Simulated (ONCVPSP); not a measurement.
**Potentials for Tc (Z = 43) compared**

Generated with ld1.x 7.5 (TM, RRKJ, ultrasoft, PAW), atompaw 4.2 or ONCVPSP 4.0.1. The cutoff is in Ry: for ld1.x and atompaw files where the sum of valence levels is converged to 10 mRy in a Bessel basis, for ONCV files where the hardest occupied wave has 1 mHa per electron of residual kinetic energy. The error is the largest all-electron minus pseudo excitation energy over each file’s own four to seven test configurations (ionisations up to +4, promotions, holes and added fractions of an electron), all of which were solved. The labels leave out finer settings (local radius, basis sizes, second energies), which also bear on the numbers. Spin-polarised tests are not counted. The rows are a selection from randomly drawn settings: files with unsolved tests, undetermined cutoffs or missed reference levels are left out.

A true bound ghost makes a file unfit for plane-wave use even where its test errors are small: the radial tests pick states by their node count and pass the ghost by.

| potential | cutoff (Ry) | largest error (meV) | bound ghosts |
| --- | --- | --- | --- |
| ONCV, PBE, scalar-relativistic, rc 1.90/1.15/1.90 (spd), local smoothed, core correction yes, reference 4s2 4p6 4d5.5 5s1.5, qcut 5/5.9/6.6, projectors 2/2/2 | 311 | -6.8 | none |
| ONCV, LDA (Perdew-Zunger), fully relativistic, rc 1.60/1.65/1.65 (spd), local smoothed, core correction yes, reference 4s2 4p6 4d5 5s1.75, qcut 8.5/8/6.5, projectors 2/2/1 | 48 | -1.1 | none |
| ONCV, LDA (Perdew-Wang 92), fully relativistic, rc 1.85/1.85/1.80 (spd), local smoothed, core correction yes, reference 4s2 4p6 4d5 5s1, qcut 6.6/6.8/9.5, projectors 2/2/2 | 48 | +24 | none |
| ONCV, LDA (Perdew-Wang 92), scalar-relativistic, rc 2.45/2.60/2.45 (spd), local s, core correction yes, reference 4d5 5s1, qcut 2.2/2.6/6.2, projectors 0/2/3 | 27 | +9.5 | none |
| ONCV, Wu-Cohen, scalar-relativistic, rc 1.50/1.35/1.90 (spd), local smoothed, core correction yes, reference 4s2 4p6 4d5.5 5s1.5, qcut 6.3/4.9/8.2, projectors 2/2/1 | 88 | -3.7 | none |
| ONCV, PBE, scalar-relativistic, rc 2.45/2.25/1.40 (spd), local smoothed, core correction yes, reference 4d5 5s1, qcut 2.4/3.1/7.9, projectors 2/2/2 | 46 | -268 | s, p |

(1) Fill in the row for Tc: ONCV, PW91, fully relativistic, rc 1.65/1.60/1.80/1.40 (spdf), local smoothed, core correction yes, reference 4s2 4p6 4d5 5s1.5 5p0.5, qcut 8.4/9.3/7.3/9.1, projectors 3/2/1/1.

Results:

(1) cutoff 51 Ry, largest error -1.4 meV, bound ghosts: none.
